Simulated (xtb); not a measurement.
C4H5 (SMILES [CH]=C1CC1), doublet, geometry from GFN2-xTB. Base run: GFN2-xTB (xtb).

Input for xtb:
```
$ xtb mol.xyz --gfn 2 --uhf 1 --json

# file mol.xyz
9

C     -0.00416143     0.00641022     0.41862519
C     -0.00209261    -0.80382943    -0.82333579
C      0.01842575     0.69136568    -0.93155815
C     -0.01651474     0.03981632     1.67974132
H     -0.91334012    -1.32667342    -1.07822748
H      0.90024908    -1.35023006    -1.05983839
H      0.93730161     1.18394500    -1.21299360
H     -0.88145279     1.20756873    -1.23143505
H     -0.01669960     0.68281303     2.52165902
```

Each row names what was changed in the base input (with any setting that the change needs).

```json
[
 {"change": "base", "ΔE vs base (kJ/mol)": "0.00", "dipole (D)": "1.15", "G_solv (kcal/mol)": "-", "SCF cycles": "10"},
 {"change": "etemp = 1000", "ΔE vs base (kJ/mol)": "0.00", "dipole (D)": "1.15", "G_solv (kcal/mol)": "-", "SCF cycles": "10"},
 {"change": "alpb = thf", "ΔE vs base (kJ/mol)": "-16.54", "dipole (D)": "1.27", "G_solv (kcal/mol)": "-4.02", "SCF cycles": "11"},
 {"change": "alpb = dmf", "ΔE vs base (kJ/mol)": "-16.99", "dipole (D)": "1.25", "G_solv (kcal/mol)": "-4.11", "SCF cycles": "11"},
 {"change": "gbsa = chcl3", "ΔE vs base (kJ/mol)": "-14.00", "dipole (D)": "1.32", "G_solv (kcal/mol)": "-3.41", "SCF cycles": "11"},
 {"change": "alpb = toluene", "ΔE vs base (kJ/mol)": "-12.65", "dipole (D)": "1.23", "G_solv (kcal/mol)": "-3.04", "SCF cycles": "10"}
]
```

ALPB and GBSA are two models with their own fitted parameters for each solvent, which aren't always the measured dielectric constant.
